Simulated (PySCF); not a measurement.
## Radial density of Nb (niobium, neutral)

LC-wPBE, [Kr] 4d4 5p1, one real determinant (an excited configuration). Computed with PySCF 2.14 in aug-cc-pwCVTZ-PP with ECP28MDF (8s8p7d4f3g, 122 functions), with scalar relativity through the core potential. This is the valence pseudo-density: the core potential removes the inner electrons and smooths the orbitals near the nucleus.

```tsv
r (bohr)	4πr²ρ (e/bohr)	4πr²(ρα − ρβ)
0.0366	1.464e-05	0.0000
0.0616	3.797e-05	0.0000
0.104	0.0001458	0.0000
0.174	0.001300	0.0003
0.293	0.02208	0.0050
0.493	0.6276	0.0771
0.829	6.762	0.7540
1.39	8.295	2.0873
2.35	2.019	1.4024
3.95	0.4751	0.4697
6.64	0.1237	0.1237
11.2	0.006960	0.0070
18.8	1.576e-05	0.0000
```

⟨L²⟩ = 8.01 against 12 for a pure F term, so this real determinant mixes terms. Energies and moments cover only the electrons outside the core potential.
